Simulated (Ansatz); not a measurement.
`CO[AsH2]` + CH₃SH → `CS[AsH2]` + CH₃OH at 600 K and 1 bar (ligand exchange at the As–O bond).

Gas-phase electronic energies from Ansatz, PBE0-D4/def2-TZVP geometries. CBS: MP2 limit from def2 TZ/QZ plus the TZ coupled-cluster correction, frozen cores. This one scheme is used for every species. For As outer-core shells are correlated without core-valence functions, which leaves a few kJ/mol of doubt a bond. Scalar relativity is left out up to krypton.

```tsv
species	CCSD(T)/CBS energy (Eh)	H − E (kJ/mol)	S (J/(mol·K))
`CO[AsH2]`	-2351.21577	193.9	357.7
CH₃SH	-438.22835	152.3	296.8
`CS[AsH2]`	-2673.84263	190.4	392.7
CH₃OH	-115.61712	163.6	277.3
```

H − E and S are ideal-gas, rigid-rotor, harmonic terms from PBE0-D4/def2-TZVP. 1 Eh = 2625.50 kJ/mol, R = 8.31446 J/(mol·K).

Q: By hand: ΔE, ΔH, ΔS and ΔG.

A: ΔE = (-2673.84263) + (-115.61712) − (-2351.21577) − (-438.22835) = -0.01563 Eh = -41.0 kJ/mol. Δ(H − E) = 190.4 + 163.6 − 193.9 − 152.3 = 7.8, so ΔH = -33.2 kJ/mol. ΔS = 392.7 + 277.3 − 357.7 − 296.8 = 15.5 J/(mol·K). ΔG = -33.2 − 600 × (15.5)/1000 = -42.5 kJ/mol.

Q: By hand: the equilibrium constant, and the temperature at which ΔG would vanish if ΔH and ΔS stayed fixed.

A: log₁₀ K = −ΔG/(RT ln 10) = 3.7. ΔH and −TΔS have one sign here, so there is no such temperature.

ΔH outweighs TΔS. A doubt of 5 kJ/mol in ΔE shifts log₁₀ K by 0.4 here. Modes under 60 cm⁻¹, often nearly free rotors, make the harmonic entropy too high. These are equilibria of isolated gas molecules and say nothing of rates. Largest T1 diagnostic: 0.012 (customary marks: 0.02 for closed shells, 0.045 for open ones).
